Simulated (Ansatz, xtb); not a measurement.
C6H10Si: which of two isomers lies lower

Structure I is `C#CC1([SiH3])CCC1`, a singlet and structure II is `C#C[C@H]1C[C@H]([SiH3])C1`, a singlet. Both are isolated molecules in the gas phase, relaxed with r2SCAN-D4/def2-SVP.

Question: Estimate which is lower in electronic energy at CCSD(T)/def2-SVP + ΔMP2/def2-TZVPP, and by roughly how much.

Answer: CCSD(T)/def2-SVP + ΔMP2/def2-TZVPP gives E(II) − E(I) = +1.10 kcal/mol, favouring structure I, but this leans on the basis-set step: CCSD(T) alone gives +0.98 kcal/mol.

How the difference moves with the method:

```csv
level,geometry,E(II) − E(I) (kcal/mol),departure from the last row (kcal/mol),"job, with rough time for the two"
GFN2-xTB,GFN2-xTB,+1.23,+0.13,"optimisation, 1 s"
HF/STO-3G,GFN2-xTB,+0.36,−0.74,"single point, 2 s"
r2SCAN-D4/def2-SVP//GFN2-xTB,GFN2-xTB,+0.90,−0.20,"single point, 13 s"
r2SCAN-D4/def2-SVP,r2SCAN-D4/def2-SVP,+1.01,−0.09,"optimisation, 3 min"
HF/def2-SVP,r2SCAN-D4/def2-SVP,−0.27,−1.37,part of the CCSD(T) run
MP2/def2-SVP,r2SCAN-D4/def2-SVP,+1.54,+0.44,part of the CCSD(T) run
CCSD(T)/def2-SVP,r2SCAN-D4/def2-SVP,+0.98,−0.11,single point
CCSD(T)/def2-SVP + ΔMP2/def2-TZVPP,r2SCAN-D4/def2-SVP,+1.10,,"single point, 4.5 min"
```

As drawn, both hold the same kinds of bond in the same numbers.

HF/STO-3G, HF/def2-SVP find them nearly level. The largest departure from CCSD(T)/def2-SVP + ΔMP2/def2-TZVPP is that of HF/def2-SVP, 1.37 kcal/mol. The last row adds to CCSD(T) the change of the MP2 difference between the two basis sets, here +0.11 kcal/mol.

With thermal terms from frequencies at re-optimised GFN2-xTB minima (ideal gas, soft modes damped towards free rotors, one conformer each, 298.15 K, 1 atm): the zero-point term adds +0.10 kcal/mol; ΔH is +1.10 and ΔG +1.18 kcal/mol.

The correlated steps freeze 11 core orbitals. Mirror images aren't counted in ΔG. Programs: Ansatz 0.2.0, xtb 6.7.1; the last row on 2 threads of Intel(R) Xeon(R) Processor @ 2.50GHz (Skylake/Cascade Lake) on a shared host.
